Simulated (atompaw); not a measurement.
## Cutoff test, Zn, PAW (atompaw)

atompaw 4.2.0.5 input, output lines left out:

```
Zn 30
GGA-PBE scalarrelativistic loggrid 1500 logderivrange -3 5 201
4 4 3 0 0 0
4 0 1.5
4 1 0
0 0 0
c
c
c
v
c
c
v
v
3
2.60 2.05 1.75 1.50
y
2.4
n
y
0.85
n
y
-0.2
n
y
-0.1
n
custom polynom vanderbiltortho sinc
4 -0.5 ultrasoft
2.60
2.00
2.60
2.60
0.70
0.70
2.60
```

The pseudo-atom Hamiltonian at the reference potential is diagonalised in spherical Bessel functions j_l(qr) that vanish at 20 bohr, with q² up to the cutoff. All-electron valence levels (Ry): 4s -0.7233, 4p -0.3118, 3d -1.0834.

**Question.** How do the lowest levels (Ry) of each channel move with the cutoff, and are there ghosts?

**Answer.**

```
cutoff (Ry)     s #1     s #2     p #1     p #2     d #1     d #2    f #1    f #2  Σ f·Δε (mRy)
          8  -0.7232  -0.1156  -0.3118  -0.0470  -0.0409   0.0371  0.0368  0.1493       10422.6
         25  -0.7233  -0.1157  -0.3118  -0.0470  -0.0457   0.0306  0.0368  0.1493       10374.6
         50  -0.7233  -0.1157  -0.3118  -0.0470  -0.0722   0.0073  0.0368  0.1493       10109.5
        100  -0.7233  -0.1157  -0.3118  -0.0470  -0.7241  -0.0310  0.0368  0.1493        3590.1
        180  -0.7233  -0.1157  -0.3118  -0.0470  -1.0780  -0.0332  0.0368  0.1493          51.2
        400  -0.7233  -0.1157  -0.3118  -0.0470  -1.0832  -0.0333  0.0368  0.1493           0.0
```

Result: no extra level below or beside the all-electron valence levels (s, p, d, f tested); 10 mRy is reached at 300 Ry and 1 mRy at over 300 Ry.
